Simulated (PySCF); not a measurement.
```xyz
4
charge -1 multiplicity 1, angstrom
Ca    0.0000    0.0000    0.0000
Br    2.7082    0.0000    0.0000
Br   -1.3541    2.3454    0.0000
Br   -1.3541   -2.3454    0.0000
```

Computed with PBE0 in PySCF with Ca def2-SVPD, Br def2-SVPD; no relativity; density-fitted integrals.

This geometry of CaBr₃⁻ is a stationary point at this level.

(1) What is the point group?

(2) Is it a minimum?

(3) List the harmonic modes with their infrared intensities.

(4) Give the atomic charges and bond orders.

(5) Give the ideal-gas entropy at 298.15 K and 1 bar by parts.

## Answers

(1) D3h.

(2) Yes: all harmonic wavenumbers are real, though the softest, 47 cm⁻¹, leaves little margin.

(3) 
```
symmetry  ω (cm⁻¹)  IR (km/mol, summed over degenerate members)
      e'        47                                          3.1
    a2''        80                                         30.6
     a1'       146                                          0.0
      e'       270                                          200
```

(4) 
| atom | Mulliken | Löwdin | polar tensor | Mayer order to Ca1 |
| --- | --- | --- | --- | --- |
| Ca1 | 1.23 | 0.41 | 1.44 | – |
| Br2,3,4 | -0.74 | -0.47 | -0.81 | 0.49 |

(5) translation 179.0, rotation 120.9, vibration 82.2, spin 0.0; total 382.1 J/(mol K).

This need not be the most stable arrangement of these atoms. The lowest empty level of this anion is unbound, so it and the gap depend on the basis.
